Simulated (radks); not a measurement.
All-electron atom: Mo in [Ar] 3d10 4s2 4p4 4d5 5s1 4f2 (not the ground configuration). All-electron calculation, Dirac Kohn-Sham, exchange-only B88, spin-unpolarised, spherical densities, point nucleus; open shells fill j = l - 1/2 first. Program: a radial shooting solver on a logarithmic mesh with Libxc functionals.

Unscreened Slater integrals over Kohn-Sham orbitals (hartree). Large and small components are both included. Empty in this configuration: 5p1/2.

| integral | value |
|---|---|
| F0(4f5/2,4f5/2) | 0.081764 |
| F2(4f5/2,4f5/2) | 0.041316 |
| F4(4f5/2,4f5/2) | 0.026589 |
| F0(4f5/2,5s1/2) | 0.10836 |
| G3(4f5/2,5s1/2) | 0.0060909 |
| F0(4f5/2,4d5/2) | 0.10933 |
| F2(4f5/2,4d5/2) | 0.0081233 |
| F4(4f5/2,4d5/2) | 0.0023167 |
| G1(4f5/2,4d5/2) | 0.0028681 |
| G3(4f5/2,4d5/2) | 0.0016152 |
| G5(4f5/2,4d5/2) | 0.0010972 |
| F0(4f5/2,4d3/2) | 0.10934 |
| F2(4f5/2,4d3/2) | 0.0080127 |
| G1(4f5/2,4d3/2) | 0.0028046 |
| G3(4f5/2,4d3/2) | 0.0015793 |
| F0(4f5/2,5p1/2) | 0.10755 |
| G2(4f5/2,5p1/2) | 0.011899 |
| F0(5s1/2,5s1/2) | 0.31739 |
| F0(5s1/2,4d5/2) | 0.37804 |
| G2(5s1/2,4d5/2) | 0.074798 |
| F0(5s1/2,4d3/2) | 0.37863 |
| G2(5s1/2,4d3/2) | 0.073376 |
| F0(5s1/2,5p1/2) | 0.28781 |
| G1(5s1/2,5p1/2) | 0.18904 |
| F0(4d5/2,4d5/2) | 0.56155 |
| F2(4d5/2,4d5/2) | 0.28204 |
| F4(4d5/2,4d5/2) | 0.18457 |
| F0(4d5/2,4d3/2) | 0.56386 |
| F2(4d5/2,4d3/2) | 0.28318 |
| G2(4d5/2,4d3/2) | 0.28309 |
| G4(4d5/2,4d3/2) | 0.18528 |
| F0(4d5/2,5p1/2) | 0.32728 |
| G3(4d5/2,5p1/2) | 0.040173 |
| F0(4d3/2,4d3/2) | 0.56620 |
| F2(4d3/2,4d3/2) | 0.28437 |
| F0(4d3/2,5p1/2) | 0.32767 |
| G1(4d3/2,5p1/2) | 0.047494 |
| F0(5p1/2,5p1/2) | 0.26634 |
